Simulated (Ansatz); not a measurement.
Born–Oppenheimer molecular dynamics of AlH$_{7}$O$_{2}$Si (11 atoms, charge 0, multiplicity 1). It starts at the highest image of a converged band, a first-order saddle point between two minima.

Computed with RKS B3LYP-D4/def2-SVP in Ansatz.

```yaml
ensemble: NVE (velocity Verlet)
time_step: 0.5 fs
steps_asked: 200
starting_velocities_drawn_for: 100 K
seed: 9758
```

First frame:

```xyz
11
Properties=species:S:1:pos:R:3
Si 0.146 -0.179 0.008
O 0.144 0.178 1.881
H -0.606 0.699 2.199
H 1.568 0.155 -0.261
H -0.751 1.022 -0.187
H -0.331 -0.971 -1.188
O 0.174 -1.841 0.992
Al 0.324 -3.541 0.714
H 0.441 -4.051 -0.770
H 0.322 -4.455 2.000
H 0.115 -1.065 1.857
```

Question: How far do the bonds stretch over the last three quarters of this one trajectory? (Pairs bonded in most of those frames.)

Answer: 
```csv
bond,mean (Å),spread (Å),shortest,longest
Si1–H4,1.488,0.006,1.48,1.50
Si1–H5,1.496,0.016,1.47,1.52
Si1–H6,1.501,0.012,1.48,1.53
Si1–O7,1.674,0.050,1.59,1.79
O2–H3,0.968,0.014,0.94,0.99
O2–H11,0.969,0.017,0.94,1.00
O7–Al8,1.710,0.047,1.63,1.80
Al8–H9,1.580,0.021,1.55,1.61
Al8–H10,1.582,0.007,1.57,1.59
```

Mean temperature of the second half: 852 K. The conserved energy stayed within 0.037 meV per atom of its start (net change 0.0026 meV per atom), so the integration is sound. The kinetic energy rose, since the run started high on the potential surface and went downhill. It ends in pieces (AlH5OSi + H2O), so much of that is their flight and rotation, not heat. A run of 0.1 ps of so small a system gives no equilibrium averages. The orbitals stay closed-shell, which can raise the energy where a bond breaks towards radicals; this wasn't checked here.

Time of the run: 5.9 min on 2 threads of Arm Neoverse V2, on a shared host, peak memory 0.2 GiB.
